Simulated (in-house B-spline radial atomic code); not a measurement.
# Fe+: [Ar] 3d6 4s1

Level of theory: non-relativistic M06-2X, spin-polarised, spherical fractional occupations, point nucleus; calculated with a radial B-spline atomic code at the basis-set limit.

Screening seen three ways: the hydrogenic charge with the same mean radius, Z_r = [3n² - l(l+1)]/(2<r>), the one with the same energy, Z_e = n√(-2ε), and Slater's rules. Values are occupation-weighted means over spin.

```
shell  electrons   ε (eV)  <r> (bohr)    Z_r    Z_e  Slater
   1s          2  -7028.2      0.0592  25.34  22.73   25.70
   2s          2  -843.31      0.2698  22.24  15.75   21.85
   2p          6  -730.63      0.2361  21.18  14.66   21.85
   3s          2  -110.62      0.8211  16.44   8.55   14.75
   3p          6  -76.178      0.8621  14.50   7.10   14.75
   3d          6  -21.521       1.107   9.48   3.77    6.25
   4s          1  -14.294       2.748   8.73   4.10    4.10
```

The least bound orbital is 3d down at -10.4 eV, while the most diffuse is 4s up (<r> = 2.748 bohr against 1.405 bohr): energy order and size order differ.

The density falls to 0.001 bohr⁻³ at 3.93 bohr; Σ<r²> = 25.891 bohr² gives, by the non-relativistic formula and without the paramagnetism of open shells, a Langevin diamagnetic susceptibility of -20.51×10⁻⁶ cm³/mol.

Caution: exact exchange at fractional occupations of open shells leaves self-interaction of up to several eV.
